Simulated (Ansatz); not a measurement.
Consider the isomerisation: `[CH2]1[SiH2][O][GeH2]1` → `[SiH3][CH]1[O][GeH2]1`.

Gas-phase electronic energies from Ansatz, PBE0-D4/def2-TZVP geometries. CBS: MP2 limit from def2 TZ/QZ plus the TZ coupled-cluster correction, frozen cores. Functionals use def2-TZVPP. B3LYP here is the variant with VWN-RPA as its local correlation; programs differ in this. For Ge outer-core shells are correlated without core-valence functions, which leaves a few kJ/mol of doubt a bond. Scalar relativity is left out up to krypton.

Problem. Is it downhill or uphill in electronic energy at CCSD(T)/CBS, and by how much? (An estimate is asked.)

Solution. Ansatz gave: Uphill: ΔE = +68.6 kcal/mol.

Problem. What do these levels give: PBE0-D4, B3LYP-D4, ωB97X-V, ωB97M-V, B2PLYP, r2SCAN, PBE0, MP2/def2-TZVPP, CCSD/def2-TZVPP, CCSD(T)/def2-TZVPP, HF/CBS(def2), MP2/CBS(def2)? (Estimate.)

Solution. Ansatz gave: PBE0-D4 67.6, B3LYP-D4 66.6, ωB97X-V 69.1, ωB97M-V 69.7, B2PLYP 68.2, r2SCAN 67.2, PBE0 67.4, MP2/def2-TZVPP 71.1, CCSD/def2-TZVPP 70.6, CCSD(T)/def2-TZVPP 69.0, HF/CBS(def2) 75.5, MP2/CBS(def2) 70.7 kcal/mol.

Largest T1 diagnostic among the species: 0.014.

In def2-TZVPP, CCSD(T) changes the Hartree–Fock value by −6.5 kcal/mol (the triples alone add −1.6 kcal/mol) and MP2 by −4.4 kcal/mol. From PBE to PBE0 (25 % exact exchange), in def2-TZVPP and without D4, ΔE moves by +5.1 kcal/mol.
